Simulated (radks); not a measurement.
Values are calculated unless marked as measured or tabulated.
All-electron atom: Tb IV in [Kr] 4d10 4f8 5s1 5p6 6s1 (not the ground configuration).

Code: a radial shooting solver on a logarithmic mesh with Libxc functionals. Model: Dirac Kohn-Sham, BLYP, spin-unpolarised, spherical densities, finite nucleus; open shells fill j = l - 1/2 first; Fermi nuclear charge, rms radius 5.06 fm.

Energy parts (eV):
part                      energy
total                 -318788.63
kinetic                348609.21
electron-nucleus      -782360.60
Hartree                121947.88
exchange-correlation    -6985.11

Orbitals (lengths in bohr, moments of r in powers of bohr; <r^-3> diverges for s and p1/2; r(90%) holds 90 % of the orbital's charge):
\begin{tabular}{lrrrrrr}
orbital & occ. & eigenvalue (eV) & <1/r> & <r^-3> & <r> & r(90%) \\ \hline
1s1/2 & 2 & -51840.62 & 73.09 & - & 0.02151 & 0.0389 \\
2s1/2 & 2 & -8622.035 & 17.47 & - & 0.09096 & 0.142 \\
2p1/2 & 2 & -8196.585 & 17.45 & - & 0.07589 & 0.125 \\
2p3/2 & 4 & -7449.752 & 15.35 & 10450 & 0.08284 & 0.134 \\
3s1/2 & 2 & -1942.788 & 6.376 & - & 0.2390 & 0.351 \\
3p1/2 & 2 & -1757.584 & 6.293 & - & 0.2286 & 0.344 \\
3p3/2 & 4 & -1603.447 & 5.759 & 2230 & 0.2418 & 0.362 \\
3d3/2 & 4 & -1283.966 & 5.639 & 376.1 & 0.2141 & 0.334 \\
3d5/2 & 6 & -1250.335 & 5.507 & 332.9 & 0.2182 & 0.340 \\
4s1/2 & 2 & -416.0633 & 2.667 & - & 0.5410 & 0.778 \\
4p1/2 & 2 & -343.4560 & 2.560 & - & 0.5521 & 0.804 \\
4p3/2 & 4 & -309.0189 & 2.378 & 499.1 & 0.5821 & 0.847 \\
4d3/2 & 4 & -189.3101 & 2.160 & 71.65 & 0.6156 & 0.925 \\
4d5/2 & 6 & -183.0686 & 2.115 & 62.50 & 0.6261 & 0.941 \\
4f5/2 & 6 & -41.1284 & 1.602 & 9.227 & 0.8065 & 1.36 \\
4f7/2 & 2 & -40.2627 & 1.584 & 8.895 & 0.8165 & 1.38 \\
5s1/2 & 1 & -82.0909 & 1.041 & - & 1.283 & 1.84 \\
5p1/2 & 2 & -61.4123 & 0.9323 & - & 1.417 & 2.06 \\
5p3/2 & 4 & -56.2996 & 0.8716 & 73.61 & 1.500 & 2.18 \\
6s1/2 & 1 & -25.2075 & 0.4320 & - & 2.978 & 4.21 \\
\end{tabular}

The highest occupied level is 6s1/2 at -25.208 eV. The electron density at the nucleus is 6.867e+05 e/bohr^3.
